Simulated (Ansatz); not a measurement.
Reaction (formal exchange of groups at a Te–Ge bond): `C[Te][GeH3]` + `N[SiH2]F` → `C[Te][SiH](N)F` + GeH₄

Computed with Ansatz on PBE0-D4/def2-TZVP structures; ΔE is electronic, products minus reactants. CCSD(T)/CBS is the MP2 limit (def2-TZVPP, def2-QZVPP) plus CCSD(T) − MP2 in def2-TZVPP, frozen cores. Functionals use def2-TZVPP. def2 core potentials past Kr. For Ge, Te outer-core shells are correlated without core-valence functions, which leaves a few kJ/mol of doubt a bond. Scalar relativity is left out up to krypton. One conformer a species, not always the lowest.

```json
{"species": "`C[Te][GeH3]`", "PBE0-D4 energy (Eh)": "-2386.47137"}
{"species": "`N[SiH2]F`", "PBE0-D4 energy (Eh)": "-446.38705"}
{"species": "`C[Te][SiH](N)F`", "PBE0-D4 energy (Eh)": "-753.73530"}
{"species": "GeH₄", "PBE0-D4 energy (Eh)": "-2079.12062"}
```

Question: Work out ΔE.

Answer: ΔE = (-753.73530) + (-2079.12062) − (-2386.47137) − (-446.38705) = 0.00250 Eh = +1.6 kcal/mol. CCSD(T)/CBS gives +2.3 kcal/mol.

Largest T1 diagnostic among the species: 0.012.

In def2-TZVPP, CCSD(T) changes the Hartree–Fock value by −2.5 kcal/mol (the triples alone add −0.4 kcal/mol) and MP2 by −2.3 kcal/mol. The D4 term adds −1.4 kcal/mol with B3LYP and −0.8 kcal/mol with PBE0; it sums over pairs of atoms, weighted by their polarisabilities, and B3LYP, whose exchange is more repulsive, gets the larger term.

B3LYP here is the variant with VWN-RPA as its local correlation; programs differ in this.
